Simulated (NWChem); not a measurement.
# C₃H₇NSi; SMILES C(#C)[Si@@H](C)N

```xyz
12

C      0.1270    -2.6042    -0.2005
C      0.0464    -1.3987     0.0252
Si    -0.0470     0.4106     0.3837
C      1.4395     1.3108    -0.3344
N     -1.4976     0.9977    -0.3976
H      0.1991    -3.6648    -0.4034
H     -0.0095     0.5412     1.8914
H      2.3791     0.9241     0.1086
H      1.4810     1.1724    -1.4329
H      1.3849     2.3981    -0.1190
H     -1.6894     2.0019    -0.3294
H     -2.3617     0.4756    -0.2244
```
Atoms are numbered in this order, from 1.

Program: NWChem. Pople sets run with spherical d functions. The geometry was optimised at PBE-D3(BJ)/def2-SVP. Not confirmed as a minimum by frequencies. Level: PBE/6-31G* with SMD (1 M gas to 1 M solution), gas-phase geometry. Reactions with the solvent are ignored.

Q: Order these by “cavity-dispersion-structure term (kcal/mol)”, lowest first: n-hexane; water; methanol; anisole.

A: n-hexane (1.2), anisole (2.6), methanol (3.3), water (6.5)
